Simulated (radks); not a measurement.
Q: Species: neutral argon. Configuration: [Ar] (the NIST ground configuration). Calculated with a radial shooting solver on a logarithmic mesh with Libxc functionals: non-relativistic Kohn-Sham, PBE, spin-polarised, spherical densities, point nucleus; hard spherical wall at 3.5 bohr. Some entries of the table are withheld. Estimate them.

orbital  occ.  eigenvalue (Ry)  <r^2> (bohr^2)  <1/r> (bohr^-1)
1s          2              (1)        0.009984            17.55
2s          2              (2)          0.2060            3.522
2p          6        -16.42297          0.1774            3.440
3s          2         -1.45193           2.213           0.9835
3p          6         -0.40926           2.633           0.8730
3d          0          1.11941           3.393              (3)
4s          0          1.98976             (4)           0.7057
4p          0              (5)           4.887           0.7414

A: 
(1) 1s eigenvalue (Ry): -227.8217
(2) 2s eigenvalue (Ry): -21.20297
(3) 3d <1/r> (bohr^-1): 0.6799
(4) 4s <r^2> (bohr^2): 5.054
(5) 4p eigenvalue (Ry): 2.61934
